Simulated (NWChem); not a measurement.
# SiH4TeO2; SMILES O[Te]O[SiH3]

```xyz
8

Te     0.2954    -0.7769     0.0503
O     -1.6656    -1.1748    -0.1626
H     -2.0998    -0.7995     0.6312
O      0.3511     1.0816    -0.7599
Si    -0.1351     2.3958     0.1957
H     -1.5195     2.1786     0.7554
H     -0.1424     3.5939    -0.7093
H      0.8090     2.6297     1.3465
```
Atoms are numbered in this order, from 1.

Computed with NWChem. All runs use the structure optimised with PBE-D3(BJ)/def2-SVP. def2 effective core potentials on Te; no spin-orbit coupling. Level SCAN/def2-SVP: energy and gradient on several grids; changes count from the extra-fine grid, which is no exact limit either.

```json
[
 {"grid": "xcoarse", "size of the energy change (μHa)": "20000", "largest change of a gradient component (μHa/bohr)": "6000", "time, medium = 1 (rough)": "about 1"},
 {"grid": "coarse", "size of the energy change (μHa)": "20000", "largest change of a gradient component (μHa/bohr)": "1000", "time, medium = 1 (rough)": "about 1"},
 {"grid": "medium", "size of the energy change (μHa)": "6000", "largest change of a gradient component (μHa/bohr)": "300", "time, medium = 1 (rough)": "about 1"},
 {"grid": "fine", "size of the energy change (μHa)": "400", "largest change of a gradient component (μHa/bohr)": "200", "time, medium = 1 (rough)": "about 1"},
 {"grid": "xfine", "size of the energy change (μHa)": "< 10", "largest change of a gradient component (μHa/bohr)": "< 30", "time, medium = 1 (rough)": "2"}
]
```
